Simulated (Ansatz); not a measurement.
Nudged elastic band run: CH₅FGeN₂

Input:

```yaml
crystal:
  periodic: [false, false, false]
  atoms:
    - { symbol: "N", position_ang: [-0.25014, -0.745373, 1.538129] }
    - { symbol: C, position_ang: [-0.429547, -1.20123, 0.254953] }
    - { symbol: "N", position_ang: [-0.120441, -0.664385, -0.868306] }
    - { symbol: Ge, position_ang: [0.559389, 1.026358, -1.126483] }
    - { symbol: F, position_ang: [-0.483694, 1.751639, -2.356032] }
    - { symbol: H, position_ang: [-0.019662, 0.233609, 1.698461] }
    - { symbol: H, position_ang: [-0.744076, -1.211287, 2.295201] }
    - { symbol: H, position_ang: [-0.873964, -2.21314, 0.242478] }
    - { symbol: H, position_ang: [0.47445, 2.027122, 0.07283] }
    - { symbol: H, position_ang: [1.970786, 0.945386, -1.748231] }
basis:
  gaussian: { orbitals: def2-mTZVP }
hamiltonian:
  xc: pbe
neb:
  order_check: false
  images: 7
  f_tol: 0.05
  max_iterations: 60
  final_atoms:
    - { symbol: "N", position_ang: [-1.04169846, -0.63904217, 1.06892868] }
    - { symbol: C, position_ang: [0.04327026, -1.21721334, 0.48103983] }
    - { symbol: "N", position_ang: [0.86505796, -0.72684737, -0.3801389] }
    - { symbol: Ge, position_ang: [0.80551322, 0.96896197, -1.06346767] }
    - { symbol: F, position_ang: [-0.53781892, 1.91694855, -0.3024807] }
    - { symbol: H, position_ang: [-1.26166897, 0.3421297, 0.89133098] }
    - { symbol: H, position_ang: [-1.56034338, -1.13284586, 1.78801505] }
    - { symbol: H, position_ang: [0.19532412, -2.26064217, 0.80873074] }
    - { symbol: H, position_ang: [2.09530161, 1.74684502, -0.71312165] }
    - { symbol: H, position_ang: [0.48016356, 0.95040466, -2.57583636] }
  initial_path:
    images:
      - { positions_ang: [[-0.25014, -0.745373, 1.538129], [-0.429547, -1.20123, 0.254953], [-0.120441, -0.664385, -0.868306], [0.559389, 1.026358, -1.126483], [-0.483694, 1.751639, -2.356032], [-0.019662, 0.233609, 1.698461], [-0.744076, -1.211287, 2.295201], [-0.873964, -2.21314, 0.242478], [0.47445, 2.027122, 0.07283], [1.970786, 0.945386, -1.748231]] }
      - { positions_ang: [[-0.12947338, -0.82060115, 1.47240438], [-0.54418535, -1.15367542, 0.27798961], [-0.34213037, -0.53573215, -0.80980195], [0.49903725, 1.07126863, -1.10185305], [-0.14252772, 1.53463541, -2.43654202], [0.22937614, 0.10465575, 1.58423859], [-0.49785699, -1.33419083, 2.23341585], [-1.06000805, -2.09704036, 0.29168625], [0.24001281, 2.17303251, -0.19269721], [1.83085666, 1.00634661, -1.31584045]] }
      - { positions_ang: [[-0.00880676, -0.8958293, 1.40667977], [-0.6588237, -1.10612085, 0.30102621], [-0.56381973, -0.40707931, -0.7512979], [0.4386855, 1.11617927, -1.07722311], [0.19863857, 1.31763182, -2.51705205], [0.47841428, -0.0242975, 1.47001618], [-0.25163799, -1.45709465, 2.1716307], [-1.24605211, -1.98094071, 0.3408945], [0.00557562, 2.31894303, -0.45822442], [1.69092732, 1.06730721, -0.88344989]] }
      - { positions_ang: [[0.11185986, -0.97105745, 1.34095515], [-0.77346205, -1.05856627, 0.32406282], [-0.7855091, -0.27842646, -0.69279385], [0.37833375, 1.1610899, -1.05259316], [0.53980485, 1.10062823, -2.59756207], [0.72745243, -0.15325076, 1.35579377], [-0.00541898, -1.57999848, 2.10984555], [-1.43209616, -1.86484107, 0.39010275], [-0.22886157, 2.46485354, -0.72375162], [1.55099798, 1.12826782, -0.45105934]] }
      - { positions_ang: [[0.23252647, -1.0462856, 1.27523053], [-0.8881004, -1.0110117, 0.34709942], [-1.00719846, -0.14977362, -0.6342898], [0.317982, 1.20600053, -1.02796321], [0.88097113, 0.88362464, -2.6780721], [0.97649057, -0.28220401, 1.24157136], [0.24080002, -1.70290231, 2.04806041], [-1.61814022, -1.74874143, 0.439311], [-0.46329876, 2.61076406, -0.98927883], [1.41106864, 1.18922842, -0.01866878]] }
      - { positions_ang: [[-0.08602976, -0.94447474, 1.22365507], [-0.65525774, -1.06256211, 0.38058453], [-0.53913436, -0.29404206, -0.57075208], [0.4398648, 1.14674089, -1.03683932], [0.52627362, 1.14195562, -2.08417425], [0.41695068, -0.12612058, 1.15401127], [-0.20948583, -1.5603882, 1.98304907], [-1.16477413, -1.87671662, 0.53166593], [0.17635133, 2.3947843, -0.92023954], [1.17834237, 1.12952248, -0.65796067]] }
      - { positions_ang: [[-0.40458599, -0.84266389, 1.17207961], [-0.42241507, -1.11411252, 0.41406963], [-0.07107025, -0.43831049, -0.50721435], [0.56174761, 1.08748125, -1.04571544], [0.17157611, 1.4002866, -1.4902764], [-0.1425892, 0.02996285, 1.06645117], [-0.65977168, -1.41787408, 1.91803773], [-0.71140805, -2.0046918, 0.62402087], [0.81600143, 2.17880454, -0.85120024], [0.9456161, 1.06981654, -1.29725257]] }
      - { positions_ang: [[-0.72314222, -0.74085303, 1.12050415], [-0.1895724, -1.16566293, 0.44755473], [0.39699386, -0.58257893, -0.44367663], [0.68363041, 1.02822161, -1.05459155], [-0.18312141, 1.65861757, -0.89637855], [-0.70212909, 0.18604628, 0.97889108], [-1.11005753, -1.27535997, 1.85302639], [-0.25804197, -2.13266699, 0.7163758], [1.45565152, 1.96282478, -0.78216095], [0.71288983, 1.0101106, -1.93654446]] }
      - { positions_ang: [[-1.04169846, -0.63904217, 1.06892868], [0.04327026, -1.21721334, 0.48103983], [0.86505796, -0.72684737, -0.3801389], [0.80551322, 0.96896197, -1.06346767], [-0.53781892, 1.91694855, -0.3024807], [-1.26166897, 0.3421297, 0.89133098], [-1.56034338, -1.13284586, 1.78801505], [0.19532412, -2.26064217, 0.80873074], [2.09530161, 1.74684502, -0.71312165], [0.48016356, 0.95040466, -2.57583636]] }
```

Command:

```bash
$ ansatz run input.yaml --threads 2 --pin off --max-ram 3072MiB --backend cpu --events-out ev --progress --plain --runs-dir out
```

Output, in part (warnings, iteration lines, the closing report on the highest movable image, with atoms numbered from 0):

```
NEB end point (image 0): max|allowed force component| = 5.192e-3 eV/Å (the criterion of neb.relax_end_points is 1.000e-2)
NEB end point (image 8): max|allowed force component| = 1.044e-2 eV/Å (the criterion of neb.relax_end_points is 1.000e-2)
NEB iter   1: max|band force component| = 1.134e3 eV/Å  barrier→ = 396.8099 eV  barrier← = 397.0667 eV  Δτ_max = 0.1932 Å  (407 SCF iters)
NEB iter   2: max|band force component| = 5.597e2 eV/Å  barrier→ = 186.7078 eV  barrier← = 186.9645 eV  Δτ_max = 0.2000 Å  (239 SCF iters)
NEB iter   3: max|band force component| = 2.693e2 eV/Å  barrier→ = 94.5485 eV  barrier← = 94.8052 eV  Δτ_max = 0.1985 Å  (250 SCF iters)
NEB iter   4: max|band force component| = 1.235e2 eV/Å  barrier→ = 41.6640 eV  barrier← = 41.9207 eV  Δτ_max = 0.2000 Å  (241 SCF iters)
NEB iter   5: max|band force component| = 6.962e1 eV/Å  barrier→ = 22.2172 eV  barrier← = 22.4740 eV  Δτ_max = 0.1998 Å  (260 SCF iters)
NEB iter   6: max|band force component| = 3.185e1 eV/Å  barrier→ = 9.4493 eV  barrier← = 9.7060 eV  Δτ_max = 0.2000 Å  (244 SCF iters)
NEB iter   7: max|band force component| = 1.445e1 eV/Å  barrier→ = 4.0066 eV  barrier← = 4.2633 eV  Δτ_max = 0.2000 Å  (241 SCF iters)
NEB iter   8: max|band force component| = 7.411e0 eV/Å  barrier→ = 1.4146 eV  barrier← = 1.6713 eV  Δτ_max = 0.2000 Å  (252 SCF iters)
NEB iter   9: max|band force component| = 2.802e0 eV/Å  barrier→ = 0.3972 eV  barrier← = 0.6539 eV  Δτ_max = 0.1970 Å  (255 SCF iters)
NEB iter  10: max|band force component| = 1.738e0 eV/Å  barrier→ = 0.4077 eV  barrier← = 0.6645 eV  Δτ_max = 0.2000 Å  (229 SCF iters)
NEB iter  11: max|band force component| = 1.654e0 eV/Å  barrier→ = 0.3967 eV  barrier← = 0.6535 eV  Δτ_max = 0.2000 Å  (237 SCF iters)
NEB iter  12: max|band force component| = 1.618e0 eV/Å  barrier→ = 0.3946 eV  barrier← = 0.6513 eV  Δτ_max = 0.2000 Å  (237 SCF iters)
NEB iter  13: max|band force component| = 1.794e0 eV/Å  barrier→ = 0.3173 eV  barrier← = 0.5740 eV  Δτ_max = 0.1005 Å  (244 SCF iters)
NEB iter  14: max|band force component| = 1.185e0 eV/Å  barrier→ = 0.2621 eV  barrier← = 0.5189 eV  Δτ_max = 0.2000 Å  (218 SCF iters)
NEB iter  15: max|band force component| = 1.118e0 eV/Å  barrier→ = 0.2014 eV  barrier← = 0.4582 eV  Δτ_max = 0.2000 Å  (251 SCF iters)
NEB iter  16: max|band force component| = 9.512e-1 eV/Å  barrier→ = 0.1979 eV  barrier← = 0.4546 eV  Δτ_max = 0.1973 Å  (240 SCF iters)
NEB iter  17: max|band force component| = 7.341e-1 eV/Å  barrier→ = 0.1593 eV  barrier← = 0.4160 eV  Δτ_max = 0.2000 Å  (228 SCF iters)
NEB iter  18: max|band force component| = 4.219e-1 eV/Å  barrier→ = 0.0649 eV  barrier← = 0.3216 eV  CI = image 4  Δτ_max = 0.1983 Å  (218 SCF iters)
NEB iter  19: max|band force component| = 2.456e-1 eV/Å  barrier→ = 0.0006 eV  barrier← = 0.2574 eV  CI = image 1  Δτ_max = 0.1969 Å  (221 SCF iters)
NEB iter  20: max|band force component| = 2.110e-1 eV/Å  barrier→ = 0.0003 eV  barrier← = 0.2571 eV  CI = image 1  Δτ_max = 0.0652 Å  (213 SCF iters)
NEB iter  21: max|band force component| = 1.074e-1 eV/Å  barrier→ = 0.0003 eV  barrier← = 0.2570 eV  CI = image 1  Δτ_max = 0.0401 Å  (224 SCF iters)
NEB iter  22: max|band force component| = 1.271e-1 eV/Å  barrier→ = 0.0003 eV  barrier← = 0.2570 eV  CI = image 1  Δτ_max = 0.0187 Å  (225 SCF iters)
NEB iter  23: max|band force component| = 1.190e-1 eV/Å  barrier→ = 0.0003 eV  barrier← = 0.2570 eV  CI = image 1  Δτ_max = 0.0203 Å  (218 SCF iters)
NEB iter  24: max|band force component| = 8.948e-2 eV/Å  barrier→ = 0.0003 eV  barrier← = 0.2570 eV  CI = image 1  Δτ_max = 0.0202 Å  (209 SCF iters)
NEB iter  25: max|band force component| = 4.196e-2 eV/Å  barrier→ = 0.0003 eV  barrier← = 0.2571 eV  CI = image 1  Δτ_max = 0.0000 Å  (424 SCF iters)
Total energy: -63320.64769421 eV, -2326.9908824856 hartree
Atom 0 at    -0.385447    -0.679899     1.523884 Å, force    -0.003204     0.001460     0.001002 eV/Å
Atom 1 at    -0.379963    -1.216064     0.262696 Å, force    -0.000604    -0.002112    -0.002600 eV/Å
Atom 2 at     0.022744    -0.723592    -0.853166 Å, force     0.001727     0.002303     0.003618 eV/Å
Atom 3 at     0.625908     0.995182    -1.127300 Å, force    -0.001029    -0.001809    -0.002393 eV/Å
Atom 4 at    -0.597391     1.775934    -2.142447 Å, force     0.000320     0.000874     0.001441 eV/Å
Atom 5 at    -0.204019     0.311664     1.663178 Å, force     0.001098     0.000331    -0.000875 eV/Å
Atom 6 at    -0.901671    -1.151029     2.261574 Å, force     0.000965    -0.001235    -0.000778 eV/Å
Atom 7 at    -0.756110    -2.255365     0.263648 Å, force     0.000164    -0.000232     0.001326 eV/Å
Atom 8 at     0.736864     1.942440     0.113865 Å, force     0.000263    -0.000166    -0.000572 eV/Å
Atom 9 at     1.922188     0.949428    -1.962933 Å, force     0.000299     0.000586    -0.000169 eV/Å
Dipole moment:     0.066942    -0.208020     0.974532 e Å
```

It converged. The top lies less than 8 meV above the higher end, about what the thresholds resolve: that end is a shoulder or a very shallow well. A vibrational analysis at the climbing image gives no mode beyond 40i cm⁻¹: the surface is too flat there to confirm a saddle point.

Final band (atoms are numbered from 1 in the order of the input):

```csv
image,path coordinate (Å),energy (kcal/mol),dihedral C2–N3–Ge4–H9 (°)
0,0.00,0.0,-14
1,0.57,0.0,3
2,1.15,-0.1,21
3,1.72,-0.6,35
4,2.30,-1.7,49
5,2.88,-3.3,63
6,3.45,-4.9,79
7,4.03,-5.8,98
8,4.61,-5.9,119
```

Time of the run: 7.3 min on 2 threads of Arm Neoverse V2 (shared host), peak memory 0.25 GiB.
